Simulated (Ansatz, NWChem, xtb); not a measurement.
**How methods differ on InHCl2O (SMILES [OH][In]([Cl])[Cl])**

InHCl2O has 5 atoms, charge 0, and is taken as a singlet. SMILES: `[OH][In]([Cl])[Cl]`. The coordinates come from a PBE0-D4/def2-TZVP relaxation.

Quantity: the electronic atomisation energy, in eV. The values are calculated. Electronic energies at fixed atoms, without zero-point motion or spin-orbit coupling.

| level | kind | program | value (eV) | CPU time (all runs) |
| --- | --- | --- | --- | --- |
| GFN0-xTB | semi-empirical | xtb | 18.28 | under 2 s |
| HF/def2-SVP (core potential) | Hartree–Fock | Ansatz | 9.65 | 2.6 s |
| BLYP/def2-SVP (core potential) | GGA | Ansatz | 13.94 | 8.8 s |
| r2SCAN/def2-SVP (core potential) | meta-GGA | Ansatz | 14.57 | 24 s |
| B3LYP/def2-SVP (core potential) | global hybrid | Ansatz | 13.86 | 10 s |
| r2SCAN0/def2-SVP (core potential) | hybrid meta-GGA | Ansatz | 14.06 | 24 s |
| wB97X/def2-SVP (core potential) | range-separated hybrid | Ansatz | 14.43 | 39 s |
| RPA@PBE/def2-SVP (core potential) | RPA | Ansatz | 12.14 | 17 s |
| MP2/def2-SVP (core potential) | perturbation theory | NWChem | 14.11 | 47 s |
| BCCD(T)/def2-SVP (core potential) | coupled cluster or CI | Ansatz | 13.43 | 25 s |

Correlated wave functions underbind in double-zeta sets. The values span 9.65 to 18.28 eV. GFN0-xTB: no spin polarisation, so open shells miss the exchange term that lowers them. In the correlated wave-function rows the outer d shell of In is correlated, in sets not made for it. In so small a basis fixed costs decide the times, and correlated methods can beat functionals. Times are those of the runs behind each value, whatever else they computed, on shared processors of several kinds: orders of magnitude only.
